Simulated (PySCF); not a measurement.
## Spectroscopy problems

PySCF 2.14.0 with density-fitted response routines calculation with shieldings: GIAO PBE0/pcSseg-1 and geometry: GFN2-xTB; a single conformation, in vacuum, fast rotation and ring inversion assumed for equivalent nuclei, no relativistic terms.

Shifts are taken against calculated references (same method and geometry level): 1H (31.72 ppm), 13C (186.93 ppm) vs TMS. Where no couplings were computed, multiplicities follow the n + 1 count of equivalent neighbours, and m marks all less simple cases (inequivalent or close neighbours, rings, F or P nearby). Shifts are as computed. Against solution values, carbons near 30 ppm lie about +3 ppm off and those near 130 ppm about +5 ppm. Of 1211 compounds with measured shifts, 218 miss one by over three times the rms of a fit or turn the order of signals round; such compounds aren't used in these exercises.

(1) C₇H₆O. 1H NMR (600 MHz, computed): δ 7.32 (d, 2H), 6.53 (d, 2H), 6.11 (s, 2H). 13C{1H} NMR (computed): δ 189.1 (C), 145.7 (C), 144.4 (CH), 138.3 (CH2), 137.1 (CH). What is it?

(2) C₇H₆O. 1H NMR (500 MHz, computed): δ 7.40 (m, 1H), 6.85 (m, 1H), 6.62 (m, 1H), 2.30 (s, 3H). 13C{1H} NMR (computed): δ 147.2 (CH), 143.3 (C), 123.7 (CH), 117.7 (CH), 100.0 (C), 77.3 (C), 5.8 (CH3). Identify the compound.

## Answers

(1) 4-methylene-2,5-cyclohexadiene-1-one (SMILES C=C1C=CC(=O)C=C1). The formula gives 5 degrees of unsaturation (1 ring in the answer). 5 carbon signals for 7 carbons: some carbons are equivalent by symmetry or fast rotation. Carbon types of the structure: 2 × C, 4 × CH, 1 × CH2, which accounts for all hydrogens. δC 189.1: ketone carbonyl carbon; low-lying n→π* states of the double bond to the heteroatom give a large paramagnetic term (-249 ppm). δC 145.7: fully substituted alkene carbon; as expected for a trigonal carbon in a double bond. δC 138.3: terminal =CH2 carbon; the olefinic region. δC 137.1: α carbon of a C=C–C=O unit; an sp2 carbon of a C=C bond.

The data come from this structure; uniqueness wasn't tested.

(2) `o1c(C#CC)ccc1`. The formula gives 5 degrees of unsaturation (1 ring in the answer). 7 carbon signals for 7 carbons: no two carbons are equivalent. Carbon types of the structure: 3 × C, 3 × CH, 1 × CH3, which accounts for all hydrogens. δC 147.2: aromatic CH next to the ring oxygen. δC 143.3: substituted aromatic carbon next to the ring oxygen. δC 123.7, 117.7: aromatic CH. δC 100.0, 77.3: alkyne carbon; the triple bond shields along its axis, which puts it between sp3 and sp2 carbons.

This is the structure that produced the data.
